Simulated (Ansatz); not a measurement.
Relaxation of AlBClH4N (8 atoms, charge 0, multiplicity 1), to a largest force component of 0.015 eV/Å in at most 40 steps.

Computed with Ansatz 0.2.0, RKS PBE-D4/def2-SVP.

```xyz
8
Properties=species:S:1:pos:R:3:forces:R:3
B -0.497 1.681 -0.344 0.08 -0.47 -0.03
Al -0.193 -0.368 -0.431 0.62 0.28 1.10
N 0.721 -1.249 0.826 -0.12 0.30 -0.12
Cl -0.904 -1.561 -1.929 -0.59 -0.98 -1.24
H -1.013 2.303 -1.198 -0.46 0.50 -0.78
H -0.155 2.309 0.587 0.33 0.59 0.91
H 0.914 -2.242 0.865 0.02 -0.57 -0.15
H 1.156 -0.823 1.637 0.13 0.34 0.32
```

Q: Where does it end, and by what steps?

A: It converged. The force dipped under the threshold on the way, but the program's further checks kept it going. After 33 steps the energy has fallen by 0.162 eV; H6 moved furthest, 1.22 Å.

```
step  energy less start (eV)  largest force component (eV/Å)  accepted
   0                  0.0000                           1.237       yes
   2                 -0.1443                           0.077       yes
   4                 -0.1455                           0.037       yes
   6                 -0.1410                           0.372        no
   8                 -0.1474                           0.125       yes
  10                 -0.1506                           0.021       yes
  12                 -0.1514                           0.203       yes
  14                 -0.1542                           0.094       yes
  16                 -0.1556                           0.158       yes
  18                 -0.1577                           0.069       yes
  20                 -0.1594                           0.071       yes
  22                 -0.1605                           0.026       yes
  24                 -0.1611                           0.080       yes
  26                 -0.1617                           0.043       yes
  28                 -0.1618                           0.063       yes
  30                 -0.1622                           0.004       yes
  32                 -0.1622                           0.020       yes
  33                 -0.1623                           0.009       yes
```

```xyz
8
Properties=species:S:1:pos:R:3
B -0.529 1.718 -0.329
Al -0.228 -0.380 -0.282
N 0.903 -1.277 0.761
Cl -1.390 -1.578 -1.616
H 0.075 2.448 -1.096
H -1.351 2.279 0.376
H 1.018 -2.293 0.742
H 1.530 -0.868 1.457
```

The run took 59 s on 1 CPU thread of a shared host.
